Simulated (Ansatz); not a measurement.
Gas-phase electronic energies from Ansatz, PBE0-D4/def2-TZVP geometries. CCSD(T)/CBS is the MP2 limit (def2-TZVPP, def2-QZVPP) plus CCSD(T) − MP2 in def2-TZVPP, frozen cores. This one scheme is used for every species. DFT in def2-TZVPP.

`[SiH3][SiH]1BN1` → `B1N[SiH2]1` + `[SiH2]`  (silylene loss)

`[SiH3][SiH]1BN1`:

Cartesian coordinates in Å:
```
Si -0.525 -1.514 -0.923
Si 0.447 -0.119 0.673
B -0.245 1.607 1.226
N 0.648 1.568 0.184
H 0.425 -1.858 -2.017
H -0.968 -2.783 -0.282
H -1.708 -0.836 -1.518
H 1.671 -0.719 1.276
H -0.850 2.437 1.821
H 1.104 2.216 -0.439
```

`B1N[SiH2]1`:

```xyz
7

B     0.797    0.071   -0.820
N    -0.378   -0.589   -0.535
Si   -0.087    0.450    0.851
H     1.580    0.088   -1.713
H    -0.972   -1.274   -0.975
H     0.159   -0.263    2.131
H    -1.100    1.517    1.061
```

`[SiH2]`:

```xyz
3

Si    0.445    0.537    0.141
H    -1.043    0.295    0.372
H     0.598   -0.832   -0.513
```

CCSD(T)/CBS gives +2.49 eV.

Task: Another level gave +2.36 eV. Which?
A. CAM-B3LYP/def2-TZVPP
B. CCSD/def2-TZVPP
C. MP2/def2-TZVPP
D. r2SCAN/def2-TZVPP

Result: B. CCSD/def2-TZVPP 2.36, MP2/def2-TZVPP 2.58, r2SCAN 2.73, CAM-B3LYP 2.42 eV.

Largest T1 diagnostic among the species: 0.015.

From BLYP to BHLYP (50 % exact exchange), in def2-TZVPP and without D4, ΔE moves by +0.17 eV. The D4 term adds +0.13 eV with B3LYP and +0.07 eV with PBE0; it sums over pairs of atoms, weighted by their polarisabilities, and B3LYP, whose exchange is more repulsive, gets the larger term. In def2-TZVPP, CCSD(T) changes the Hartree–Fock value by +0.22 eV (the triples alone add +0.06 eV) and MP2 by +0.38 eV.

B3LYP here is the variant with VWN-RPA as its local correlation; programs differ in this.
